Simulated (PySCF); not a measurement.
GeH₄SZn, SMILES [SH][Zn][GeH3]. Atoms are numbered in the order given.

```xyz
7

Zn     0.1687     0.3268    -0.4517
S      0.8175     1.5685    -2.1496
H      2.1283     1.3821    -1.8173
Ge    -0.5638    -1.0089     1.3832
H     -0.5255    -2.5290     1.0585
H      0.3206    -0.7953     2.6444
H     -2.0246    -0.6717     1.7961
```

The structure is a stationary point at PBE-D3(BJ)/def2-SVP. Other conformers were not sampled.

Level of theory: PBE/def2-TZVPD run with PySCF.

Mulliken values depend strongly on the basis, most of all with diffuse functions as here. ESP charges are fitted to the potential on shells at 1.4 to 2.0 van der Waals radii. Atomic charges (e):

| atom | ESP fit | IAO | Mulliken |
|---|---|---|---|
| Zn1 | 0.44 | 1.07 | -0.10 |
| S2 | -0.39 | -0.74 | -0.30 |
| H3 | 0.13 | 0.10 | 0.18 |
| Ge4 | -0.25 | -0.29 | 0.12 |
| H5 | 0.02 | -0.05 | 0.03 |
| H6 | 0.01 | -0.05 | 0.03 |
| H7 | 0.04 | -0.05 | 0.03 |
